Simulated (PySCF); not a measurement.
Computed IR spectrum (relative IR intensity) of a molecule C2H8FNSi2. The structure is a stationary point at r2SCAN-D4/def2-SVP. The values are those of a single conformer. These are r2SCAN-D4/def2-SVP (PySCF) values and carry that method's errors. Frequencies are harmonic and unscaled.

Lines under 2 % of the strongest are left out, and lines within 2 cm⁻¹ are merged.

ν (cm⁻¹): 172 (vw), 228 (m), 259 (m), 310 (m), 338 (m), 425 (w), 463 (w), 534 (w), 621 (w), 641 (m), 685 (w), 702 (m), 739 (w), 835 (m), 871 (w), 898 (vs), 934 (m), 977 (w), 1054 (m), 1127 (m), 1341 (vw), 1421 (vw), 1534 (m), 2203 (m), 2212 (m), 2226 (s), 2994 (w), 3037 (vw), 3113 (vw), 3590 (m), 3695 (m) (against the strongest line: vs over 80 %, s over 45 %, m over 15 %, w over 4 %, vw less)

Question: Which structure fits?
(A) C[SiH2]/N=C/[SiH2]F
(B) N[Si@H]1[SiH2]C[C@@H]1F
(C) C[Si@H]1NC[Si@@H]1F
(D) F[Si@H]1CN[C@@H]1[SiH3]

Answer: B, N[Si@H]1[SiH2]C[C@@H]1F
